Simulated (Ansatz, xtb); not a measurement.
Stretching the C3–H4 bond in CH4Si (SMILES C[SiH]) (multiplicity 1 held, fragments rigid). Energies count from the point at 1.090 Å.
Geometry at that point (charge 0, multiplicity 1):
```xyz
6

Si    -0.44284    -0.33733     0.51775
H     -1.42990    -0.70044    -0.59087
C      0.77077     0.54411    -0.65074
H      1.64710     0.94860    -0.14442
H      0.25621     1.35865    -1.17490
H      1.10167    -0.14881    -1.43392
```

R- and RO- levels are restricted; in cc, def2 and unpolarised 6-31G sets they are followed outwards from rest. U- levels take the lowest unrestricted solution at each point, which mixes spins at long bonds. Active spaces are followed from a long bond inwards. Levels need not reach the same state.

Frozen-core correlation.

Programs: Ansatz (Gaussian basis) for Hartree–Fock, density functionals and correlated methods; xtb for the GFN methods. Values without a source in brackets are computed. The GFN methods have no spin term and hold the electronic entropy of 300 K.

Energies in eV.

```csv
R (Å),GFN2-xTB,R-r2SCAN/cc-pV(T+d)Z,R-wB97X-V/cc-pV(T+d)Z,U-SCS-MP2/cc-pV(T+d)Z,R-CCSD(T)/cc-pV(T+d)Z,"FIC-MRCISD+Q on CASSCF(2,2)/cc-pV(T+d)Z"
0.872,1.22,1.24,1.27,1.24,1.25,1.25
0.981,0.22,0.24,0.25,0.24,0.25,0.25
1.090,0.00,0.00,0.00,0.00,0.00,0.00
1.199,0.16,0.16,0.16,0.17,0.16,0.16
1.308,0.50,0.53,0.54,0.56,0.53,0.53
1.471,1.15,1.25,1.29,1.31,1.25,1.25
1.635,1.84,2.01,2.09,2.11,1.99,1.99
1.907,2.90,3.16,3.35,3.86,3.08,3.07
2.180,3.76,4.09,4.41,4.56,3.87,3.86
2.507,4.50,4.93,5.44,4.87,4.42,4.44
2.943,5.08,5.67,6.45,5.00,4.61,4.79
3.488,5.39,6.20,7.33,5.04,4.37,4.91
```

Doubts at one or more of the structures used: a restricted determinant that unrestricted orbitals would lower (R-r2SCAN/cc-pV(T+d)Z, R-wB97X-V/cc-pV(T+d)Z, R-CCSD(T)/cc-pV(T+d)Z); a spin-contaminated determinant (U-SCS-MP2/cc-pV(T+d)Z); other coupled-cluster roots lie near (R-CCSD(T)/cc-pV(T+d)Z); T1 above 0.05 (R-CCSD(T)/cc-pV(T+d)Z).

Ansatz is a quantum-chemistry and plane-wave program.
